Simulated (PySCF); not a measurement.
Te(Br)(SMe) (CH₃BrSTe), SMILES CS[Te]Br. Atoms are numbered in the order given.

```xyz
7

Te     0.0649    -0.2986     0.8677
Br     0.8492     1.6386    -0.6316
S     -0.6806    -1.8975    -0.7467
C     -2.3575    -1.3066    -1.1940
H     -3.0139    -1.2690    -0.3148
H     -2.7508    -2.0354    -1.9190
H     -2.2961    -0.3181    -1.6685
```

Geometry: B3LYP-D3(BJ)/def2-SVP. The structure was generated by enumeration, and PubChem lists no compound with its InChIKey, so it may never have been made. The def2 effective core potentials stand for the cores of Te; spin–orbit coupling is left out. One conformer was computed; it need not be the lowest.

Level of theory: B3LYP-D3(BJ)/def2-SVP in PySCF 2.14.0.

Frequencies are harmonic and unscaled.

Q: Give all harmonic wavenumbers and intensities. (Estimate from the structure and the level; the computed values follow.)

A: 
```csv
mode,ν (cm⁻¹),IR (km/mol),Raman (Å⁴/amu),depolarisation,moving atoms (share of kinetic energy)
1,58,1.4,6.2,0.66,"C 44 %, Br 25 %, H 18 %, Te 13 %"
2,112,1.2,3.5,0.64,"S 47 %, H 27 %, Br 12 %"
3,155,0.5,0.7,0.41,"H 79 %, S 16 %"
4,198,0.1,5.5,0.47,"C 46 %, H 23 %, S 17 %, Te 14 %"
5,231,19.3,13.3,0.23,"Br 59 %, Te 40 %"
6,357,10.4,11.0,0.20,"S 79 %, Te 18 %"
7,685,1.3,10.1,0.30,"C 58 %, S 31 %, H 11 %"
8,959,2.2,4.1,0.74,"H 84 %, C 15 %"
9,961,7.6,4.7,0.74,"H 79 %, C 17 %"
10,1324,9.2,3.7,0.57,"H 86 %, C 13 %"
11,1436,11.3,19.0,0.74,H 96 %
12,1451,9.6,12.2,0.70,H 95 %
13,3043,12.6,208.3,0.08,H 98 %
14,3149,0.8,123.4,0.67,"H 90 %, C 10 %"
15,3167,2.1,48.4,0.73,"H 90 %, C 10 %"
```
